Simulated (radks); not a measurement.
Spherical quantum dot in the effective-mass picture: electrons in a parabolic well V = omega^2 r^2 / 2 with omega = 0.172, all in effective atomic units (hartree* = m*/eps^2 hartree, bohr* = eps/m* bohr), one dielectric constant everywhere. Method: non-relativistic Kohn-Sham, PBE, spin-polarised, spherical densities; computed with a radial shooting solver with Libxc functionals. Levels are named by radial order and angular momentum (1s, 1p, 1d, 2s, ...), and open shells are averaged over m.

N = 3, configuration 1s2 1p(up 1, down 0). This is the lowest configuration that the search found. Occupied and some empty levels:

level    occupation  eigenvalue (hartree*)  <r> (bohr*)
1s up             1                0.82572        3.449
1s down           1                0.84474        3.319
1p up             1                0.93456        4.195
1p down           0                0.96184        4.177
1d up             0                 1.0645        4.798
1d down           0                 1.0926        4.837
2s up             0                 1.1082        4.329
2s down           0                 1.1178        4.366
1f up             0                 1.2069        5.344
1f down           0                 1.2327        5.401

Energy (hartree*): total 1.64154, kinetic 0.34032, external 0.67315, Hartree 1.1028, exchange-correlation -0.47477.
